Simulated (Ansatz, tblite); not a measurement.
Cost and result up the ladder for GeH2(OiPr)2 (C6H16GeO2) (25 atoms). The state is a singlet with charge 0. Geometry: PBE-D4/def2-SVP.

Cartesian coordinates in Å:
```
Ge -0.379 -1.054 1.319
H 0.318 -2.429 1.467
H -1.419 -0.637 2.387
O -1.309 -0.993 -0.216
C -0.754 -1.552 -1.418
C -0.616 -0.443 -2.459
C -1.661 -2.689 -1.885
H 0.264 -1.970 -1.216
H -1.605 0.021 -2.652
H -0.220 -0.838 -3.417
H 0.071 0.346 -2.097
H -1.720 -3.483 -1.115
H -2.687 -2.306 -2.062
H -1.287 -3.142 -2.826
O 0.988 0.111 1.295
C 0.739 1.518 1.443
C 1.299 2.246 0.223
C 1.375 1.988 2.750
H -0.361 1.714 1.493
H 2.384 2.037 0.121
H 1.159 3.342 0.310
H 0.793 1.903 -0.701
H 0.931 1.455 3.615
H 2.464 1.775 2.739
H 1.231 3.077 2.901
```

Ansatz on 2 threads of AMD EPYC 7R13 on a shared host and a share (18 GiB) of an NVIDIA H100 80GB HBM3; xTB runs through tblite on one thread. Times are rough, summed over both states, and most runs start from the orbitals of an earlier one. PBE0-D4/def2-TZVP serves as the yardstick here, not as an exact answer. The other state is a doublet.

The xTB rows come from tblite.

Raw xTB energies of ions are shifted by several eV.

```tsv
level	functions	wall time	vertical IE (eV)	difference from PBE0-D4/def2-TZVP (eV)
GFN2-xTB	57	0.041 s	13.43	4.11
GFN1-xTB	73	0.076 s	14.41	5.09
PBE-D4/def2-TZVP (with forces)	392	7.9 s	8.79	-0.53
HF/def2-TZVP	392	9.4 s	8.66	-0.66
PBE0-D4/def2-TZVP (with forces)	392	19 s	9.32	0.00
```
